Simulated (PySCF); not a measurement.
# Spinor energies of Sb (antimony, neutral)

Start: [Kr] 4d10 5s1 5p4; 5s1/2 filled at m_j = +1/2; 5p1/2 filled at m_j = +1/2; 5p3/2 filled at m_j = -1/2, +1/2, +3/2. Calculated with PySCF 2.14 in x2c-TZVPall-2c (8s9p5d2f, 74 functions): generalised Hartree-Fock with the X2C-1e Hamiltonian and a Gaussian nucleus; one run each with spin-orbit coupling (SO) switched off, then screened by Boettger's factors. This is a chosen level, not necessarily the ground level.

```
spinor shell  electrons  ε, spin-free (eV)  ε, screened SO (eV)  weight of nominal j (screened SO)  rms radius, screened SO (bohr)
       1s1/2          2           -30645.4             -30642.3                              1.000                          0.0325
       2s1/2          2            -4759.5              -4758.6                              1.000                           0.133
       2p1/2          2            -4265.9              -4440.7                              1.000                           0.115
       2p3/2          4            -4265.9              -4186.4                              1.000                           0.120
       3s1/2          2            -974.82              -974.51                              1.000                           0.352
       3p1/2          2            -810.07              -843.25                              1.000                           0.345
       3p3/2          4            -810.07              -794.77                              1.000                           0.356
       3d3/2          4            -559.14              -564.84                              1.000                           0.329
       3d5/2          6            -559.14              -554.98                              1.000                           0.332
       4s1/2          2            -177.45              -177.31                              1.000                           0.844
       4p1/2          2            -124.71              -130.87                              0.999                           0.892
       4p3/2          4            -124.71              -121.75                              1.000                           0.921
       4d3/2          4            -45.309              -46.065                              0.974                            1.11
       5s1/2          1            -21.122              -21.029                              1.000                            2.41
       5p3/2          3             -8.774               -9.814                              0.620                            2.96
       5p1/2          1             -8.774               -5.761                              0.602                            3.19
```

Task: Where does 4d5/2 lie, and what is the 4d spin-orbit splitting (screened SO)?

Result: At -44.618 eV, 1.447 eV above 4d3/2.

```csv
quantity,spin-free,screened SO
E (hartree),-6476.88292,-6478.55271
M_J,5/2,5/2
⟨J²⟩,8.772,8.773
⟨L²⟩,2.005,2.054
⟨S²⟩,3.767,3.760
```

Each row is a mean over spinors that exchange with the open shell spreads, by up to 0.897 eV (5p3/2).

Rows whose weight is well below 1 are mixtures of j = l ± 1/2: exchange outweighs spin-orbit coupling there, and the label is only the starting occupation.

Breit and QED terms are absent; they matter most for the inner s and p1/2 levels.

Densities and radii are taken from the X2C orbitals without a picture-change correction, which distorts them close to the nucleus.

Without spin-orbit coupling the j labels of p, d and f shells carry no meaning; the spin-free column gives the mean over the occupied spinors of each nl shell.
